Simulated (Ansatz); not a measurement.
Born–Oppenheimer molecular dynamics of C₄H₁₃NSi (19 atoms, charge 0, multiplicity 1). It starts at the highest image of a converged band. Of that band: The profile has 2 maxima (images 2, 4) with wells between them (image 3): this band takes more than one step, which may be the mechanism or a detour left from its start path. Neighbouring images differ by up to 4.0 eV, so the band resolves the path poorly. A vibrational analysis at the climbing image gives one clearly imaginary mode, 1669i cm⁻¹: a first-order saddle point.

Method: RHF/cc-pVDZ (Ansatz 0.2.0).

```yaml
ensemble: NVE (velocity Verlet)
time_step: 0.5 fs
steps_asked: 200
starting_velocities_drawn_for: 100 K
seed: 10532
```

First frame:

```xyz
19
Properties=species:S:1:pos:R:3
Si -0.516 0.099 0.411
H 0.670 0.037 1.341
C 1.731 -0.013 0.213
H 1.731 -0.398 -0.808
H 2.157 0.990 0.245
H 2.310 -0.690 0.844
C -0.629 1.591 -0.751
H -1.679 1.836 -0.932
H -0.164 2.456 -0.272
H -0.144 1.432 -1.717
N -1.049 -1.373 -0.350
C -1.572 -2.477 0.428
H -1.805 -2.152 1.442
H -2.492 -2.869 -0.020
H -0.859 -3.309 0.496
C -0.775 -1.732 -1.725
H -1.677 -2.116 -2.214
H -0.437 -0.868 -2.297
H -0.002 -2.508 -1.802
```

Question: How far do the bonds stretch over the last three quarters of this one trajectory? (Pairs bonded in most of those frames.)

Answer: 
```json
{"bond": "Si1–H2", "mean (Å)": "1.656", "spread (Å)": "0.237", "shortest": "1.24", "longest": "2.07"}
{"bond": "Si1–C3", "mean (Å)": "1.906", "spread (Å)": "0.109", "shortest": "1.74", "longest": "2.10"}
{"bond": "Si1–C7", "mean (Å)": "1.899", "spread (Å)": "0.028", "shortest": "1.83", "longest": "1.96"}
{"bond": "Si1–N11", "mean (Å)": "1.752", "spread (Å)": "0.040", "shortest": "1.68", "longest": "1.82"}
{"bond": "C3–H4", "mean (Å)": "1.113", "spread (Å)": "0.025", "shortest": "1.08", "longest": "1.19"}
{"bond": "C3–H5", "mean (Å)": "1.097", "spread (Å)": "0.009", "shortest": "1.08", "longest": "1.13"}
{"bond": "C3–H6", "mean (Å)": "1.101", "spread (Å)": "0.014", "shortest": "1.08", "longest": "1.13"}
{"bond": "C7–H8", "mean (Å)": "1.107", "spread (Å)": "0.019", "shortest": "1.07", "longest": "1.15"}
{"bond": "C7–H9", "mean (Å)": "1.099", "spread (Å)": "0.017", "shortest": "1.07", "longest": "1.13"}
{"bond": "C7–H10", "mean (Å)": "1.103", "spread (Å)": "0.011", "shortest": "1.08", "longest": "1.12"}
{"bond": "N11–C12", "mean (Å)": "1.451", "spread (Å)": "0.026", "shortest": "1.38", "longest": "1.50"}
{"bond": "N11–C16", "mean (Å)": "1.446", "spread (Å)": "0.023", "shortest": "1.40", "longest": "1.49"}
{"bond": "C12–H13", "mean (Å)": "1.090", "spread (Å)": "0.013", "shortest": "1.07", "longest": "1.11"}
{"bond": "C12–H14", "mean (Å)": "1.096", "spread (Å)": "0.015", "shortest": "1.07", "longest": "1.12"}
{"bond": "C12–H15", "mean (Å)": "1.100", "spread (Å)": "0.017", "shortest": "1.07", "longest": "1.13"}
{"bond": "C16–H17", "mean (Å)": "1.095", "spread (Å)": "0.002", "shortest": "1.09", "longest": "1.10"}
{"bond": "C16–H18", "mean (Å)": "1.092", "spread (Å)": "0.012", "shortest": "1.07", "longest": "1.11"}
{"bond": "C16–H19", "mean (Å)": "1.100", "spread (Å)": "0.011", "shortest": "1.08", "longest": "1.12"}
```

Mean temperature of the second half: 923 K. The conserved energy stayed within 0.55 meV per atom of its start (net change -0.22 meV per atom), so the integration is sound. The kinetic energy rose, since the run started high on the potential surface and went downhill. A run of 0.1 ps of so small a system gives no equilibrium averages. The orbitals stay closed-shell, which can raise the energy where a bond breaks towards radicals; this wasn't checked here.

Time of the run: 5.8 min on 4 threads of Arm Neoverse V2 (shared host), peak memory 0.43 GiB.
